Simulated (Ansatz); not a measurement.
# Relative stability

Two relaxed structures of B2H2O2, singlet (PBE0-D4/def2-TZVP; forces vanish, vibrations not checked).

A:

O1  (-0.779, -1.287, 0.238)
B2  (0.345, -1.711, 0.204)
B3  (0.299, 1.290, -0.648)
O4  (1.423, 0.864, -0.681)
H5  (-0.783, 1.737, -0.626)
H6  (1.428, -2.156, 0.182)
(Å)

B:

```
6
angstrom
O 0.1322 -2.4045 -0.0568
B 0.1812 -1.2082 -0.1673
B 0.2383 0.4791 -0.3088
O -0.4639 1.2853 0.5059
H 0.9092 1.0089 -1.1430
H -0.9971 0.8394 1.1700
```

Computed with Ansatz 0.2.0 (basis: def2-TZVPP); correlated methods freeze the cores. B3LYP uses VWN-RPA correlation.

Q: Which structure is lower at CCSD(T), and by how much? (To be estimated.)

A: Computed: B, by 6.59 kcal/mol (electronic energy, against the other). By their contacts, A is a complex of BHO ([BH][O]) + BHO ([BH][O]) and B is B₂H₂O₂ ([O][B][BH][OH]).

All methods give the same order:

```csv
method,E(B) − E(A) (kcal/mol)
PBE-D4,-9.31
r2SCAN-D4,-8.81
PBE0-D4,-11.42
B3LYP-D4,-5.91
wB97M-V,-6.68
HF,-5.88
MP2,-5.04
CCSD,-7.20
CCSD(T),-6.59
```

No T1 diagnostic of these runs exceeds 0.021.

Labels in which every atom is bracketed show which atoms are joined, not bond orders.

For scale, one of the runs: CCSD(T)/def2-TZVPP, 152 basis functions, launched by `ansatz run in.yaml --threads 2 --pin off --events-out ev --progress --plain --max-ram 4352MiB`. Hardware: 2 CPU threads of an Arm Neoverse V2, shared host. Wall time 19 s; peak host memory 1.1 GiB.
